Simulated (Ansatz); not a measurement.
Start from `[SH][SnH]([SH])[SH]` and change one element to get `[SH][GeH]([SH])[SH]`.

Ansatz, PBE0-D4/def2-TZVP geometries, multiplicity 1. Each molecule was computed in one conformer, which needn't be the lowest.

Elements past krypton have def2 core potentials. Scalar relativity is left out up to krypton.

| property | `[SH][SnH]([SH])[SH]` |
| --- | --- |
| LUMO energy (PBE/def2-TZVPP) / eV | -2.42 |
| HOMO energy (PBE/def2-TZVPP) / eV | -6.33 |
| HOMO energy (ωB97M-V/def2-TZVPP) / eV | -9.71 |
| HOMO energy (B3LYP/def2-TZVPP) / eV | -7.29 |
| HOMO energy (PBE0/def2-TZVPP) / eV | -7.55 |
| LUMO energy (PBE0/def2-TZVPP) / eV | -1.55 |

What does the change do to each property? (Best estimate.)

Ansatz gave: 
```tsv
property	`[SH][GeH]([SH])[SH]`	shift
LUMO energy (PBE/def2-TZVPP) / eV	-1.83	0.59
HOMO energy (PBE/def2-TZVPP) / eV	-6.29	0.04
HOMO energy (ωB97M-V/def2-TZVPP) / eV	-9.66	0.05
HOMO energy (B3LYP/def2-TZVPP) / eV	-7.25	0.04
HOMO energy (PBE0/def2-TZVPP) / eV	-7.51	0.04
LUMO energy (PBE0/def2-TZVPP) / eV	-0.89	0.66
```

B3LYP here is the variant with VWN-RPA as its local correlation; programs differ in this.
